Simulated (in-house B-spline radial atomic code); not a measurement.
# Ionising Nb V (Nb4+) with different functionals

Computed with a B-spline radial code for spherical atoms: four-component Dirac-Coulomb Hamiltonian, Fermi nucleus of rms radius 4.324 fm, spin-restricted, spherical fractional occupations for the functionals. The ionisation energy is the difference of two self-consistent energies, [Kr] 4d1 → [Ar] 3d10 4s2 4p6, without Breit or QED terms; ε is the level of the shell that loses the electron (mean over j). The electron is taken from both j subshells in proportion to 2j + 1, so the result is a j average, not the step between ground levels.

Hybrids are left out here: with spherical fractional occupations of an open shell their exact exchange keeps a self-interaction that integer-occupation calculations don't have.

```tsv
method	rung	ΔSCF (eV)	-ε(4d) (eV)
LDA VWN5	LDA	50.46	43.59
relativistic LDA	LDA	50.48	43.61
LDA PW92	LDA	50.45	43.59
LDA exchange-only	LDA	48.87	42.04
PBE	GGA	50.28	43.41
PBEsol	GGA	?	?
BLYP	GGA	50.19	43.31
RPBE	GGA	50.26	43.38
PW91	GGA	50.38	43.49
BP86	GGA	?	?
AM05	GGA	50.23	43.36
OLYP	GGA	50.49	43.56
```

Problem. What does PBEsol give?

Solution. ΔSCF 50.24 eV, and -ε(4d) = 43.37 eV.

Problem. What does BP86 give?

Solution. ΔSCF 50.30 eV, and -ε(4d) = 43.43 eV.

Problem. How do they compare with the NIST value?

Solution. NIST lists 50.573 eV ± 0.0025 (measured, ground level to ground level). Errors run from -1.70 to -0.08 eV; OLYP is closest (-0.08 eV), but part of that can be cancellation, since the calculations leave out Breit-QED terms, spin polarisation, the choice among j levels, multiplet and fine-structure energies.
